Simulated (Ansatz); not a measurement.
Ansatz (a quantum-chemistry and plane-wave program) input (PBE/def2-TZVPD):

Ansatz 0.2 input:
```yaml
crystal:
  periodic: [false, false, false]
  atoms:
    - {symbol: Ti, position_ang: [-0.00000000, 0.00000000, -0.00000000]}
    - {symbol: F, position_ang: [-1.51471230, -0.93382908, 0.02815765]}
    - {symbol: F, position_ang: [0.01926686, 1.64401253, -0.68120082]}
    - {symbol: F, position_ang: [1.49544544, -0.71018345, 0.65304317]}
basis:
  gaussian:
    orbitals: def2-TZVPD
hamiltonian:
  xc: {name: PBE}
total_charge: 1
```

Output:

```
Functional definition: PBE
integrals: 0.08 GiB planned
1017 factors; their error is unknown
mean field: 0.57 GiB planned
mean field evaluation 1: about -31227.7354 eV, gradient 1.3e2 eV
mean field evaluation 2: about -30407.3942 eV, gradient 6.9e2 eV
mean field evaluation 4: about -31249.3661 eV, gradient 4.9e1 eV
mean field evaluation 8: about -31252.7998 eV, gradient 2.0e-1 eV
mean field evaluation 16: about -31252.7947 eV, gradient 1.7e-4 eV
mean field -31252.79472554 eV, -1148.5190222584 hartree, gradient 8.5e-6 eV, S^2 0.000000; 0 other end points of the search recorded, 0 dependent functions left out
reference -31252.79478683 eV, -1148.5190245109 hartree; 24, 24 occupied and 144, 144 virtual orbitals, 1017 factors
Total energy: -31252.79478683 eV, -1148.5190245109 hartree
```

This state (charge 1, singlet) is run at the relaxed geometry of the species with charge 0 and multiplicity 2.
